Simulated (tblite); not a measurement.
Record of a relaxation.

Compound: C6H6NSe (charge -1).
Atom-mapped SMILES: `[NH2:1][c:2]1[cH:3][cH:4][cH:5][c:6]([Se-:7])[cH:8]1` (hydrogens: H9, H10 on N1; H11 on C3; H12 on C4; H13 on C5; H14 on C8)
Bond orders are those of one Lewis drawing.

Computed with GFN2-xTB (tblite), gas phase: L-BFGS steps from a force-field or distance-geometry start until the largest atomic force falls under 0.01 eV/Å. 12 of its 56 geometries are shown.

Step 0: E = -604.3690 eV, largest atomic force 2.221 eV/Å
```
atom  x, y, z in Å  |  force x, y, z in eV/Å
N1      2.335    0.291   -0.145    0.675   0.075  -0.150
C2      0.917    0.094   -0.071    1.236   0.086  -0.081
C3      0.419   -1.201   -0.077   -0.563  -0.012  -0.031
C4     -0.961   -1.394   -0.008    0.221  -0.862   0.172
C5     -1.839   -0.344    0.109    0.228   0.529  -0.093
C6     -1.303    0.942    0.117   -1.120   1.192   0.165
Se7    -2.567    2.518    0.263    1.094  -1.311  -0.117
C8      0.067    1.171    0.044   -1.078  -0.422  -0.148
H9      2.781    0.828   -0.938   -0.854  -0.933   1.826
H10     2.901   -0.117    0.631   -0.601   0.663  -1.505
H11     1.115   -2.023   -0.163   -0.084  -0.139   0.021
H12    -1.380   -2.411   -0.012    0.333   0.329  -0.040
H13    -2.908   -0.523    0.173    0.233   0.207  -0.016
H14     0.424    2.169    0.055    0.280   0.597  -0.005
```

Step 5: E = -604.6854 eV, largest atomic force 0.353 eV/Å
```
atom  x, y, z in Å  |  force x, y, z in eV/Å
N1      2.311    0.277   -0.144    0.105  -0.028  -0.072
C2      0.914    0.101   -0.070    0.100  -0.047   0.025
C3      0.412   -1.197   -0.079   -0.055  -0.027   0.044
C4     -0.955   -1.395    0.007   -0.082  -0.107   0.010
C5     -1.824   -0.327    0.103    0.038  -0.080   0.005
C6     -1.333    0.974    0.118    0.055  -0.096  -0.067
Se7    -2.500    2.438    0.257   -0.057   0.074   0.013
C8      0.040    1.173    0.029    0.118  -0.028  -0.052
H9      2.750    0.819   -0.863   -0.192   0.232   0.184
H10     2.901   -0.103    0.570   -0.033  -0.111  -0.096
H11     1.100   -2.032   -0.159   -0.063   0.007   0.033
H12    -1.359   -2.403   -0.014    0.055   0.021   0.022
H13    -2.888   -0.504    0.171   -0.022   0.081  -0.003
H14     0.429    2.178    0.052    0.032   0.110  -0.046
```

Step 10: E = -604.8286 eV, largest atomic force 0.701 eV/Å
```
atom  x, y, z in Å  |  force x, y, z in eV/Å
N1      2.314    0.203   -0.221    0.140   0.081  -0.682
C2      0.928    0.076   -0.048   -0.041   0.123  -0.189
C3      0.386   -1.207   -0.040    0.359  -0.022   0.019
C4     -0.970   -1.423    0.033   -0.089   0.102  -0.033
C5     -1.811   -0.340    0.099    0.023   0.321  -0.081
C6     -1.275    0.945    0.065   -0.252   0.315   0.221
Se7    -2.462    2.399    0.256   -0.035   0.163  -0.079
C8      0.092    1.184   -0.024   -0.222  -0.285   0.206
H9      2.588    1.077   -0.653    0.153  -0.132   0.643
H10     2.923   -0.213    0.464   -0.019   0.220  -0.047
H11     1.042   -2.054   -0.122    0.319  -0.161   0.061
H12    -1.320   -2.444    0.006   -0.263  -0.068   0.080
H13    -2.883   -0.420    0.167   -0.092  -0.195   0.008
H14     0.448    2.216   -0.003    0.019  -0.462  -0.128
```

Step 15: E = -604.9938 eV, largest atomic force 0.326 eV/Å
```
atom  x, y, z in Å  |  force x, y, z in eV/Å
N1      2.331    0.184   -0.333   -0.097   0.254   0.148
C2      0.935    0.057   -0.086   -0.013  -0.091  -0.113
C3      0.407   -1.228   -0.030   -0.130  -0.137  -0.119
C4     -0.966   -1.413    0.035    0.003  -0.010   0.040
C5     -1.814   -0.321    0.090    0.029  -0.176   0.107
C6     -1.295    0.970    0.089    0.073  -0.180   0.035
Se7    -2.465    2.435    0.242    0.067   0.086  -0.026
C8      0.081    1.148   -0.009    0.061  -0.039  -0.085
H9      2.575    1.156   -0.483    0.035   0.060   0.100
H10     2.910   -0.201    0.408   -0.138  -0.041  -0.118
H11     1.077   -2.078   -0.097   -0.026   0.036   0.043
H12    -1.353   -2.436    0.029   -0.026   0.320   0.055
H13    -2.887   -0.432    0.163    0.049  -0.130  -0.051
H14     0.463    2.158   -0.041    0.113   0.047  -0.016
```

Step 20: E = -605.0369 eV, largest atomic force 0.142 eV/Å
```
atom  x, y, z in Å  |  force x, y, z in eV/Å
N1      2.317    0.243   -0.348    0.008   0.013   0.086
C2      0.934    0.042   -0.124   -0.024   0.041  -0.009
C3      0.409   -1.246   -0.051    0.078   0.097   0.029
C4     -0.962   -1.412    0.050    0.007  -0.063  -0.039
C5     -1.809   -0.328    0.112    0.006   0.071  -0.066
C6     -1.284    0.960    0.094   -0.070   0.052  -0.075
Se7    -2.424    2.446    0.229   -0.030   0.096   0.012
C8      0.086    1.133   -0.037   -0.051   0.065  -0.008
H9      2.541    1.233   -0.353   -0.009  -0.086   0.071
H10     2.883   -0.240    0.338    0.102  -0.075  -0.065
H11     1.075   -2.099   -0.074    0.009  -0.030  -0.055
H12    -1.382   -2.408    0.059    0.020  -0.122   0.054
H13    -2.880   -0.460    0.153    0.014  -0.009   0.084
H14     0.496    2.136   -0.070   -0.061  -0.048  -0.020
```

Step 25: E = -605.0544 eV, largest atomic force 0.131 eV/Å
```
atom  x, y, z in Å  |  force x, y, z in eV/Å
N1      2.307    0.267   -0.327    0.047   0.023  -0.009
C2      0.927    0.046   -0.134    0.055  -0.025   0.097
C3      0.414   -1.245   -0.052   -0.053  -0.026  -0.063
C4     -0.958   -1.418    0.047   -0.039   0.063   0.023
C5     -1.804   -0.328    0.097   -0.068  -0.012   0.040
C6     -1.297    0.968    0.064    0.048  -0.054  -0.011
Se7    -2.413    2.477    0.226   -0.020  -0.086  -0.028
C8      0.074    1.135   -0.061    0.047  -0.030  -0.034
H9      2.521    1.254   -0.248    0.088  -0.075   0.061
H10     2.907   -0.292    0.268   -0.077  -0.004  -0.072
H11     1.073   -2.106   -0.082    0.043   0.069  -0.004
H12    -1.372   -2.422    0.093    0.057   0.107  -0.003
H13    -2.870   -0.469    0.181   -0.080  -0.012   0.016
H14     0.491    2.132   -0.095   -0.048   0.061  -0.015
```

Step 30: E = -605.0660 eV, largest atomic force 0.170 eV/Å
```
atom  x, y, z in Å  |  force x, y, z in eV/Å
N1      2.307    0.285   -0.317   -0.045  -0.045  -0.054
C2      0.933    0.052   -0.126   -0.045   0.050  -0.156
C3      0.414   -1.237   -0.067   -0.004   0.029   0.079
C4     -0.958   -1.405    0.050    0.037  -0.067   0.015
C5     -1.819   -0.327    0.100    0.072  -0.074   0.036
C6     -1.301    0.964    0.041   -0.037  -0.025   0.067
Se7    -2.412    2.472    0.210   -0.074   0.006  -0.046
C8      0.070    1.134   -0.085   -0.046   0.044   0.054
H9      2.542    1.249   -0.134    0.082   0.091   0.033
H10     2.911   -0.344    0.189    0.047  -0.138   0.045
H11     1.083   -2.091   -0.091   -0.061   0.040   0.000
H12    -1.355   -2.412    0.122   -0.031  -0.011  -0.037
H13    -2.885   -0.479    0.210    0.092   0.057  -0.023
H14     0.468    2.139   -0.122    0.013   0.042  -0.013
```

Step 35: E = -605.0776 eV, largest atomic force 0.089 eV/Å
```
atom  x, y, z in Å  |  force x, y, z in eV/Å
N1      2.315    0.286   -0.315   -0.031  -0.020  -0.007
C2      0.932    0.073   -0.143   -0.004   0.023   0.078
C3      0.415   -1.217   -0.064    0.051   0.008  -0.016
C4     -0.953   -1.406    0.059    0.013   0.007  -0.007
C5     -1.815   -0.334    0.117    0.030   0.069   0.004
C6     -1.306    0.959    0.049    0.016   0.078  -0.005
Se7    -2.445    2.453    0.180   -0.040   0.006  -0.013
C8      0.062    1.150   -0.088    0.011   0.038  -0.006
H9      2.594    1.226   -0.066   -0.035  -0.011  -0.005
H10     2.900   -0.403    0.141   -0.081  -0.018  -0.032
H11     1.085   -2.066   -0.100    0.043  -0.058   0.007
H12    -1.347   -2.412    0.123    0.002  -0.066  -0.006
H13    -2.881   -0.473    0.225    0.008  -0.033   0.003
H14     0.444    2.162   -0.141    0.018  -0.024   0.005
```

Step 40: E = -605.0810 eV, largest atomic force 0.040 eV/Å
```
atom  x, y, z in Å  |  force x, y, z in eV/Å
N1      2.308    0.289   -0.315    0.003  -0.005  -0.003
C2      0.928    0.080   -0.137   -0.004  -0.022  -0.004
C3      0.420   -1.215   -0.064   -0.023  -0.013   0.013
C4     -0.947   -1.405    0.061   -0.010   0.008   0.012
C5     -1.808   -0.329    0.123   -0.010  -0.007  -0.018
C6     -1.308    0.968    0.048    0.001  -0.011   0.006
Se7    -2.462    2.451    0.168   -0.004  -0.008  -0.011
C8      0.060    1.159   -0.088    0.005  -0.014   0.011
H9      2.599    1.217   -0.039   -0.003   0.002   0.000
H10     2.881   -0.426    0.115   -0.003  -0.002  -0.015
H11     1.092   -2.065   -0.100    0.010   0.036   0.004
H12    -1.341   -2.414    0.122    0.018   0.034  -0.009
H13    -2.872   -0.477    0.230    0.004  -0.004   0.005
H14     0.447    2.167   -0.146    0.016   0.008   0.009
```

Step 45: E = -605.0814 eV, largest atomic force 0.014 eV/Å
```
atom  x, y, z in Å  |  force x, y, z in eV/Å
N1      2.308    0.289   -0.316   -0.008  -0.008  -0.006
C2      0.927    0.081   -0.137   -0.001   0.004   0.005
C3      0.420   -1.213   -0.062    0.003   0.003  -0.002
C4     -0.946   -1.403    0.063    0.002  -0.006  -0.003
C5     -1.808   -0.329    0.122    0.001  -0.005   0.008
C6     -1.308    0.969    0.049    0.000  -0.003  -0.003
Se7    -2.467    2.448    0.161    0.001   0.005  -0.006
C8      0.060    1.161   -0.087   -0.001   0.004   0.000
H9      2.602    1.212   -0.029    0.005   0.007   0.000
H10     2.877   -0.434    0.103    0.009   0.004  -0.010
H11     1.096   -2.059   -0.100   -0.001  -0.003   0.008
H12    -1.338   -2.412    0.122   -0.007  -0.008   0.002
H13    -2.872   -0.479    0.234   -0.004   0.004  -0.007
H14     0.448    2.168   -0.147    0.002   0.003   0.013
```

Step 50: E = -605.0815 eV, largest atomic force 0.016 eV/Å
```
atom  x, y, z in Å  |  force x, y, z in eV/Å
N1      2.306    0.289   -0.318    0.010   0.012   0.004
C2      0.927    0.081   -0.135    0.004  -0.003   0.000
C3      0.420   -1.213   -0.060    0.001  -0.004   0.005
C4     -0.947   -1.404    0.063    0.000   0.006   0.002
C5     -1.808   -0.329    0.123    0.000   0.005  -0.009
C6     -1.308    0.968    0.049   -0.001   0.003   0.001
Se7    -2.466    2.449    0.157    0.000  -0.003  -0.002
C8      0.060    1.161   -0.084    0.000  -0.005   0.013
H9      2.601    1.213   -0.031    0.001  -0.004  -0.006
H10     2.880   -0.433    0.096   -0.004  -0.002  -0.007
H11     1.098   -2.058   -0.095   -0.007  -0.011   0.000
H12    -1.340   -2.413    0.122    0.005   0.008   0.003
H13    -2.873   -0.478    0.230    0.005   0.000  -0.004
H14     0.451    2.168   -0.138   -0.014  -0.003   0.001
```

Step 55: E = -605.0817 eV, largest atomic force 0.009 eV/Å
```
atom  x, y, z in Å  |  force x, y, z in eV/Å
N1      2.306    0.291   -0.319   -0.004  -0.005  -0.003
C2      0.927    0.081   -0.132    0.000   0.002   0.003
C3      0.420   -1.213   -0.058    0.001   0.003   0.003
C4     -0.947   -1.403    0.065    0.002   0.000   0.003
C5     -1.809   -0.329    0.121   -0.001  -0.002   0.000
C6     -1.309    0.968    0.049    0.001  -0.001   0.004
Se7    -2.467    2.449    0.150   -0.001   0.002   0.002
C8      0.060    1.161   -0.079    0.001   0.002  -0.004
H9      2.603    1.213   -0.029    0.002   0.004   0.001
H10     2.882   -0.435    0.083    0.003  -0.002   0.000
H11     1.097   -2.059   -0.092   -0.004   0.000  -0.003
H12    -1.339   -2.413    0.123    0.002   0.000   0.002
H13    -2.873   -0.478    0.227   -0.004  -0.005  -0.007
H14     0.448    2.168   -0.131    0.005   0.002  -0.001
```

Task: Summarise the path.

Result: The energy falls by 0.7127 eV from step 0 to step 55; nine tenths of that is first reached at step 17. It rises by more than 0.2 meV at step 14. The largest force goes from 2.221 to 0.009 eV/Å. Among the bonds C6–Se7 changes most, from 2.025 to 1.883 Å; the atoms move by 0.334 Å rms after alignment.

What follows is the cost of the whole relaxation. On one thread of an Arm Neoverse V1 (shared host), this took 0.35 s wall.
